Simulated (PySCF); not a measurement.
CHOS, charge +2, doublet (typed; the unrestricted solution is spin-contaminated), geometry from GFN2-xTB of the parent state (a state made from the parent by changing its charge; the spin is typed, not shown lowest); MP2/3-21G (PySCF).

Here is a job for PySCF.
```python
from pyscf import gto, scf, mp

mol = gto.Mole()
mol.atom = '''
    O    -1.55944818   -0.23917576    0.38088567
    C    -0.38452733   -0.02032705    0.12187927
    S     1.05737168    0.10896489   -0.29674929
    H    -2.13519739    0.29193014    0.96962766
'''
mol.basis = '3-21g'
mol.charge = 2
mol.spin = 1
mol.verbose = 4
mol.build()

mf = scf.UHF(mol)
mf.kernel()

pt = mp.MP2(mf)
pt.kernel()
print('E(MP2) = %.10f' % pt.e_tot)
```

**Question.** Write the output that PySCF gives for this input, abridged.

**Answer.** 
```
PySCF version 2.14.0

[INPUT] verbose = 4
[INPUT] num. atoms = 4
[INPUT] num. electrons = 29
[INPUT] charge = 2
[INPUT] spin (= nelec alpha-beta = 2S) = 1
[INPUT] symmetry False subgroup None
[INPUT] Mole.unit = angstrom
[INPUT] Symbol           X                Y                Z      unit          X                Y                Z       unit  Magmom
[INPUT]  1 O     -1.559448180000  -0.239175760000   0.380885670000 AA   -2.946929965651  -0.451976682035   0.719769601071 Bohr   0.0
[INPUT]  2 C     -0.384527330000  -0.020327050000   0.121879270000 AA   -0.726651341110  -0.038412557420   0.230318440562 Bohr   0.0
[INPUT]  3 S      1.057371680000   0.108964890000  -0.296749290000 AA    1.998142887071   0.205913799293  -0.560774885759 Bohr   0.0
[INPUT]  4 H     -2.135197390000   0.291930140000   0.969627660000 AA   -4.034938288986   0.551668012106   1.832330720203 Bohr   0.0

nuclear repulsion = 87.7275286753697
number of shells = 19
number of NR pGTOs = 60
number of NR cGTOs = 33
basis = 3-21g
ecp = {}

******** <class 'pyscf.scf.uhf.UHF'> ********
method = UHF
initial guess = minao
damping factor = 0
level_shift factor = 0
DIIS = <class 'pyscf.scf.diis.CDIIS'>
diis_start_cycle = 1
diis_space = 8
diis_damp = 0
SCF conv_tol = 1e-09
SCF conv_tol_grad = None
SCF max_cycles = 50
direct_scf = True
direct_scf_tol = 1e-13
number electrons alpha = 15  beta = 14
Set gradient conv threshold to 3.16228e-05
init E= -508.6538371469

cycle= 1 E= -507.026546848051  delta_E= 1.63  |g|= 0.544  |ddm|= 1.64
cycle= 2 E= -507.175854478749  delta_E= -0.149  |g|= 0.313  |ddm|= 1.04
cycle= 3 E= -507.222443334364  delta_E= -0.0466  |g|= 0.0629  |ddm|= 0.297
cycle= 4 E= -507.225349822397  delta_E= -0.00291  |g|= 0.0236  |ddm|=  0.1
cycle= 5 E= -507.226439680907  delta_E= -0.00109  |g|= 0.0178  |ddm|= 0.0385
cycle= 6 E= -507.227499718933  delta_E= -0.00106  |g|= 0.0166  |ddm|= 0.0398
cycle= 7 E= -507.229144817269  delta_E= -0.00165  |g|= 0.013  |ddm|= 0.0729
cycle= 8 E= -507.231122669058  delta_E= -0.00198  |g|= 0.00969  |ddm|= 0.114
cycle= 9 E= -507.232619348779  delta_E= -0.0015  |g|= 0.00543  |ddm|= 0.141
cycle= 10 E= -507.232797699108  delta_E= -0.000178  |g|= 0.0042  |ddm|= 0.0254
cycle= 11 E= -507.233047779504  delta_E= -0.00025  |g|= 0.00275  |ddm|= 0.0675
cycle= 12 E= -507.233079217652  delta_E= -3.14e-05  |g|= 0.000892  |ddm|= 0.0137
cycle= 13 E= -507.233086663565  delta_E= -7.45e-06  |g|= 0.000199  |ddm|= 0.0131
cycle= 14 E= -507.233086724721  delta_E= -6.12e-08  |g|= 8.7e-05  |ddm|= 0.00123
cycle= 15 E= -507.233086743495  delta_E= -1.88e-08  |g|= 5.03e-05  |ddm|= 0.0012
cycle= 16 E= -507.233086754525  delta_E= -1.1e-08  |g|= 2.2e-05  |ddm|= 0.000606
cycle= 17 E= -507.233086756044  delta_E= -1.52e-09  |g|= 8.24e-06  |ddm|= 0.000138
cycle= 18 E= -507.233086756243  delta_E= -2e-10  |g|= 3.58e-06  |ddm|= 3.84e-05
Extra cycle  E= -507.233086756265  delta_E= -2.16e-11  |g|= 2.23e-06  |ddm|= 7.12e-06
converged SCF energy = -507.233086756265  <S^2> = 1.1149778  2S+1 = 2.3366453

******** <class 'pyscf.mp.ump2.UMP2'> ********
nocc = (np.int64(15), np.int64(14)), nmo = (33, 33)
E(UMP2) = -507.48263699187  E_corr = -0.24955023560498
E(SCS-UMP2) = -507.474588326894  E_corr = -0.241501570629358
E_corr(same-spin) = -0.0668754370345593
E_corr(oppo-spin) = -0.18267479857042
E(MP2) = -507.4826369919
```
